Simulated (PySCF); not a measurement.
C₄H₅Si, SMILES [C]1=C[SiH2]C=C1, multiplicity 2.

The structure is a stationary point at B3LYP-D3(BJ)/def2-SVP. The isomer is the one that the SMILES or the coordinates give; other isomers of the formula were not compared.

Level of theory: PySCF with M06-2X/def2-TZVP.

The molecule is in vacuum.

Computed frontier levels, dipole moment and polarisability:
| Item | Value |
|---|---|
| α spin, highest occupied and lowest empty level | -7.70 and -0.82 eV |
| β spin, highest occupied and lowest empty level | -8.08 and -1.33 eV |
| dipole moment | 0.73 D |
| quadrupole, principal values (traceless, Buckingham form, about the centre of nuclear charge) | -4.60, -1.23, 5.83 D·Å |
| mean static polarisability | 67.3 bohr³ (9.97 Å³) |
| polarisability, principal values | 48.2, 71.3, 82.4 bohr³ |
| ⟨S²⟩ | 0.765 (pure state 0.75) |
